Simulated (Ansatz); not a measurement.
Task: Name a neutral molecule of Al, C, F, Si and H with LUMO energy (PBE0/def2-TZVPP) between -2.20 and -1.90 eV and LUMO energy (ωB97M-V/def2-TZVPP) between -0.45 and -0.15 eV (Ansatz, PBE0-D4/def2-TZVP geometry).

Result: `F[Si]1([SiH3])[CH2][AlH]1` (-2.06 eV, -0.36 eV); `F[SiH]1[CH2][AlH]1` (-2.00 eV, -0.30 eV); `F[CH2][AlH][SiH3]` (-1.98 eV, -0.35 eV); `F[CH]1[CH2][Al]1[SiH3]` (-1.99 eV, -0.33 eV); `F/[C]([AlH2])=C\[SiH3]` (-2.13 eV, -0.41 eV); `C[Si](C)(F)[AlH2]` (-2.07 eV, -0.45 eV). Other molecules can fit too; these were computed, each in one conformer that needn't be the lowest.
